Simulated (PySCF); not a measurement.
Dipole response of Ce⁺ (cerium, charge +1)

[Xe] 4f1 5d2, one real determinant. Calculation: PySCF 2.14, in ANO-RCC-VTZP; scalar relativity by spin-free X2C-1e. Coupled (time-dependent) response in atomic units; α is the mean over directions. The basis has no added diffuse functions, which lowers α and C₆.

```
   method  mean α (bohr³)         α xx, yy, zz  C₆ (like pair)  S(−4)
BHandHLYP           46.38  50.60, 50.60, 37.94           327.7  10140
```

S(−4) is the Cauchy moment in α(ω) = α(0) + S(−4) ω² + …

Spin-orbit coupling is absent.

α(iu) at BHandHLYP:

```
u (hartree)  α(iu) (bohr³)
          0          46.38
     0.0500          37.83
      0.100          29.92
      0.200          20.85
      0.300          16.53
      0.500          11.80
      0.750          8.318
       1.00          6.131
       1.50          3.697
       2.00          2.482
       3.00          1.372
       5.00         0.6259
```

A single London oscillator, α(iu) = α/(1 + u²/ω²), gives C₆ = (3/4) ω α². Matching the computed C₆ needs ω = 4 × 327.7 / (3 × 46.38²) = 0.203 hartree.

For an ion, C₆ is the dispersion term alone; charge-induced terms of lower order in 1/R come first.

The components differ because the open shell of this determinant is not spherical; for a pure term their mean is the scalar polarisability.

⟨L²⟩ = 24.03 against 42 for a pure I term, so this real determinant mixes terms. Spin-orbit coupling, absent here, splits the open shell strongly.
